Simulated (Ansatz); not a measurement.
CdI₂. Charge 0, multiplicity 1. Geometry r2SCAN-D4/def2-TZVP; atoms count from 1.

```
atom   x (Å)   y (Å)   z (Å)
 Cd1  -2.654  -0.004  -1.034
  I2   2.637   0.004   1.027
  I3   0.018   0.000   0.007
```

In the def2 sets Cd, I take a core potential; there is no spin–orbit coupling. The restricted singlet is unstable towards broken spin symmetry in Hartree–Fock (as tested in another run); at PBE0-D4/def2-TZVP this wasn't settled. In the singlet, I2 and I3 lie 2.81 Å apart (atoms count from 1), so these atoms are partly bonded to each other. Another isomer (singlet) lies 2.00 eV lower at PBE0-D4/def2-TZVP; other spin states weren't run for this one.

Estimate the Mulliken populations from the PBE0/def2-TZVP orbitals of Ansatz.


| atom | charge (e) | d electrons |
| --- | --- | --- |
| Cd1 | 0.23 | 10.00 |
| I2 | -0.17 | – |
| I3 | -0.06 | – |
Mulliken values and Mayer orders depend strongly on the basis.

And the Mayer bond orders between bonded heavy atoms (over 0.3)?

Cd1–I3 0.59 (2.87 Å); I2–I3 0.81 (2.81 Å).
